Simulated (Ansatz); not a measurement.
Isolated molecules relaxed with PBE0-D4/def2-TZVP in Ansatz; ΔE leaves out vibrations. CCSD(T)/CBS adds triple-zeta CCSD(T) − MP2 to the extrapolated MP2 energy (def2 sets, frozen cores). This one scheme is used for every species. Functionals use def2-TZVPP. One conformer a species, not always the lowest.

Consider the cleavage of the Si–Si bond: `N[SiH](F)[Si](N)(Cl)Cl` + NH₃ → `N[SiH](N)F` + `N[SiH](Cl)Cl`.

`N[SiH](F)[Si](N)(Cl)Cl`:

Cartesian coordinates in Å:
```
N 0.579 2.115 -0.723
Si -0.639 0.979 -0.433
F -1.567 1.281 0.850
Si 0.399 -1.054 0.065
N -0.616 -2.036 0.998
Cl 0.907 -2.120 -1.612
Cl 2.203 -0.576 0.982
H 0.426 2.976 -1.219
H 1.448 2.104 -0.216
H -1.559 0.964 -1.594
H -0.415 -3.009 1.166
H -1.166 -1.624 1.736
```

NH₃:

```xyz
4

N    -0.095   -0.238   -0.117
H    -0.655    0.038    0.680
H     0.859   -0.334    0.209
H    -0.109    0.534   -0.772
```

`N[SiH](N)F`:

Z-matrix (Å, degrees):
```
Si
N 1 1.694
F 1 1.604 2 116.3
N 1 1.699 2 107.9 3 116.0
H 1 1.482 2 106.1 3 -115.6
H 2 1.006 1 121.4 3 85.7
H 2 1.007 1 121.8 3 -68.8
H 4 1.006 1 121.0 2 -157.4
H 4 1.006 1 121.2 2 50.4
```

`N[SiH](Cl)Cl`:

Z-matrix (Å, degrees):
```
Si
Cl 1 2.041
Cl 1 2.056 2 107.0
N 1 1.692 2 107.5 3 124.1
H 1 1.472 2 110.9 3 -115.5
H 4 1.007 1 120.6 2 -43.0
H 4 1.008 1 120.1 2 169.5
```

```tsv
level	ΔE (kcal/mol)
PBE0-D4	-15.6
ωB97X-V	-18.4
SCS-MP2/def2-QZVPP	-21.3
HF/CBS(def2)	-25.9
```

Problem. What does CCSD(T)/CBS give? (An estimate is asked.)

Solution. Ansatz gave: -19.1 kcal/mol. The listed levels differ from it by 3.5, 0.7, -2.2, -6.8 kcal/mol.

Largest T1 diagnostic among the species: 0.011.

In def2-TZVPP, CCSD(T) changes the Hartree–Fock value by +5.8 kcal/mol (the triples alone add +1.1 kcal/mol) and MP2 by +4.7 kcal/mol. The D4 term adds +3.0 kcal/mol with B3LYP and +1.8 kcal/mol with PBE0; it sums over pairs of atoms, weighted by their polarisabilities, and B3LYP, whose exchange is more repulsive, gets the larger term. From PBE to PBE0 (25 % exact exchange), in def2-TZVPP and without D4, ΔE moves by −2.3 kcal/mol.

B3LYP here is the variant with VWN-RPA as its local correlation; programs differ in this.
